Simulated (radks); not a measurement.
Results of a calculation; reference values are marked as such.
Question: These are the eigenvalues of the occupied orbitals of an atom or ion with whole-number occupations (hartree). Code: a radial shooting solver on a logarithmic mesh with Libxc functionals. Model: scalar-relativistic Kohn-Sham, Wu-Cohen GGA, spin-unpolarised, spherical densities, point nucleus.

| orbital | eigenvalue |
|---|---|
| 1s | -197.6939 |
| 2s | -22.73350 |
| 2p | -19.09374 |
| 3s | -3.18150 |
| 3p | -2.22303 |
| 3d | -0.78215 |

Which element is it, and in what charge state? The configuration may be excited.

Answer: Z = 23, vanadium, charge +2: V2+ in [Ar] 3d3. The list shows which subshells hold electrons but not how many an open one holds; the 1s level, -197.69 hartree, gives Z - s = 19.9 by -(Z - s)^2/2, which with screening and relativity narrows Z to a few neighbours, and the depths of the outer levels then fix element, charge and occupations together.
